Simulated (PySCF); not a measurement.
# Dipole response of As(2+) (arsenic, charge +2)

[Ar] 3d10 4s2 4p1, 2P determinant. Calculation: PySCF 2.14, in aug-cc-pVTZ-PP with one added diffuse shell each of s, d, f type with ECP10MDF (7s5p5d3f, 68 functions); scalar relativity through the core potential. Coupled (time-dependent) response in atomic units; α is the mean over directions.

| method | mean α (bohr³) | α xx, yy, zz | C₆ (like pair) | S(−4) |
| --- | --- | --- | --- | --- |
| UHF | 10.84 | 10.88, 10.77, 10.88 | 47.27 | 41.40 |
| PBE | 10.20 | 10.05, 10.50, 10.05 | 43.50 | 35.97 |
| PBE0 | 10.32 | 10.24, 10.48, 10.24 | 44.22 | 36.78 |
| BP86 | 10.14 | 9.987, 10.44, 9.987 | 43.14 | 35.50 |
| PBEsol | 10.17 | 10.02, 10.47, 10.02 | 43.33 | 35.74 |

S(−4) is the Cauchy moment in α(ω) = α(0) + S(−4) ω² + …

Spin-orbit coupling is absent.

α(iu) at PBE:

```json
{"u (hartree)": "0", "α(iu) (bohr³)": "10.20"}
{"u (hartree)": "0.0500", "α(iu) (bohr³)": "10.11"}
{"u (hartree)": "0.100", "α(iu) (bohr³)": "9.854"}
{"u (hartree)": "0.200", "α(iu) (bohr³)": "8.950"}
{"u (hartree)": "0.300", "α(iu) (bohr³)": "7.780"}
{"u (hartree)": "0.500", "α(iu) (bohr³)": "5.544"}
{"u (hartree)": "0.750", "α(iu) (bohr³)": "3.630"}
{"u (hartree)": "1.00", "α(iu) (bohr³)": "2.505"}
{"u (hartree)": "1.50", "α(iu) (bohr³)": "1.396"}
{"u (hartree)": "2.00", "α(iu) (bohr³)": "0.8997"}
{"u (hartree)": "3.00", "α(iu) (bohr³)": "0.4728"}
{"u (hartree)": "5.00", "α(iu) (bohr³)": "0.2000"}
```

A single London oscillator, α(iu) = α/(1 + u²/ω²), gives C₆ = (3/4) ω α². Matching the computed C₆ needs ω = 4 × 43.50 / (3 × 10.20²) = 0.557 hartree.

For an ion, C₆ is the dispersion term alone; charge-induced terms of lower order in 1/R come first.

The components differ because the open shell of this determinant is not spherical; for a pure term their mean is the scalar polarisability.

Energies and moments cover only the electrons outside the core potential.
